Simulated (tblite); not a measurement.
C₄H₁₀AsOSi (doublet state).
Atom-mapped SMILES: `[CH3:1][CH2:2][SiH2:3][As:4][CH2:5][CH:6]=[O:7]` (hydrogens: H8, H9, H10 on C1; H11, H12 on C2; H13, H14 on Si3; H15, H16 on C5; H17 on C6)
Bond orders are those of one Lewis drawing.

Computed with GFN2-xTB (tblite), gas phase: L-BFGS steps from a force-field or distance-geometry start until the largest atomic force falls under 0.01 eV/Å.

Step 102: E = -592.2250 eV
```
atom  x, y, z in Å  |  force x, y, z in eV/Å
C1     -2.6256    0.0881    0.5750   -0.002   0.006   0.009
C2     -2.0679   -0.3604   -0.7689   -0.062  -0.033   0.006
Si3    -0.1601   -0.4109   -0.7953    0.009  -0.033  -0.011
As4     0.6375    1.3223    0.5350    0.007   0.049   0.005
C5      2.3325    0.4299    1.0910    0.039  -0.015  -0.009
C6      3.0239    0.3500   -0.2089    0.124   0.048  -0.032
O7      3.7835    1.1732   -0.6589   -0.125  -0.049   0.075
H8     -2.2066   -0.5128    1.3836   -0.072  -0.004  -0.018
H9     -2.3682    1.1338    0.7653   -0.011  -0.013  -0.014
H10    -3.7112   -0.0051    0.5996    0.049   0.008   0.026
H11    -2.4477    0.2947   -1.5522    0.041   0.060  -0.004
H12    -2.4502   -1.3527   -0.9997   -0.007  -0.065   0.001
H13     0.2542   -1.7376   -0.2790   -0.008   0.062  -0.006
H14     0.2600   -0.3651   -2.2066    0.015  -0.010  -0.002
H15     2.1332   -0.5517    1.5146   -0.006  -0.038  -0.001
H16     2.8649    1.0579    1.8018    0.035   0.042  -0.009
H17     2.7409   -0.5414   -0.8065   -0.025  -0.015  -0.014
```

Step 103: E = -592.2264 eV
```
atom  x, y, z in Å  |  force x, y, z in eV/Å
C1     -2.6343    0.0841    0.5722   -0.011   0.005  -0.006
C2     -2.0681   -0.3520   -0.7719   -0.046  -0.041  -0.022
Si3    -0.1600   -0.4117   -0.7828    0.001  -0.017  -0.004
As4     0.6370    1.3199    0.5521    0.029   0.024   0.000
C5      2.3437    0.4320    1.0892    0.025  -0.016   0.001
C6      3.0224    0.3500   -0.2179    0.121   0.041   0.006
O7      3.7752    1.1753   -0.6750   -0.132  -0.063   0.057
H8     -2.2143   -0.5202    1.3773   -0.062   0.004  -0.007
H9     -2.3889    1.1311    0.7694    0.006  -0.016  -0.005
H10    -3.7185   -0.0198    0.5920    0.028   0.012   0.024
H11    -2.4356    0.3123   -1.5539    0.033   0.062   0.015
H12    -2.4551   -1.3396   -1.0171    0.009  -0.061   0.004
H13     0.2446   -1.7367   -0.2581   -0.006   0.040   0.004
H14     0.2735   -0.3791   -2.1901    0.011   0.000  -0.006
H15     2.1506   -0.5491    1.5186   -0.006  -0.023  -0.016
H16     2.8827    1.0620    1.7949    0.017   0.033  -0.038
H17     2.7381   -0.5465   -0.8088   -0.015   0.017  -0.007
```

**Question.** Estimate the geometry and energy of step 104. (The exact step hangs on the optimiser's Hessian estimate; all steps are aligned on step 103, rigid shifts and turns removed.)

**Answer.** E = -592.2274 eV, largest force 0.137 eV/Å
```
atom  x, y, z in Å  |  force x, y, z in eV/Å
C1     -2.6396    0.0818    0.5709   -0.018  -0.003  -0.016
C2     -2.0693   -0.3492   -0.7731   -0.015  -0.035  -0.039
Si3    -0.1603   -0.4125   -0.7764   -0.008   0.013   0.009
As4     0.6396    1.3213    0.5583    0.039  -0.006  -0.007
C5      2.3507    0.4322    1.0889    0.007  -0.015   0.008
C6      3.0221    0.3495   -0.2221    0.096   0.027   0.027
O7      3.7690    1.1779   -0.6822   -0.116  -0.066   0.031
H8     -2.2219   -0.5250    1.3751   -0.045   0.012  -0.001
H9     -2.4005    1.1294    0.7713    0.022  -0.021   0.001
H10    -3.7227   -0.0268    0.5876   -0.002   0.015   0.019
H11    -2.4266    0.3229   -1.5540    0.019   0.043   0.033
H12    -2.4595   -1.3341   -1.0263    0.021  -0.038   0.006
H13     0.2441   -1.7337   -0.2470   -0.005   0.012   0.016
H14     0.2790   -0.3870   -2.1817    0.009   0.006  -0.014
H15     2.1579   -0.5488    1.5202    0.000  -0.002  -0.021
H16     2.8942    1.0637    1.7913   -0.004   0.011  -0.057
H17     2.7369   -0.5497   -0.8105   -0.001   0.047   0.005
```

The energy changes by -0.0011 eV. The first-order estimate −F·Δx gives -0.0016 eV and the mean of the old and new forces, exact on a quadratic surface, -0.0011 eV. The step makes an angle of 81° with the force vector and moves no atom by more than 0.014 Å.

What follows is the cost of the whole relaxation. On an Arm Neoverse V1 with one thread, no GPU, shared host, this took 1.2 s.
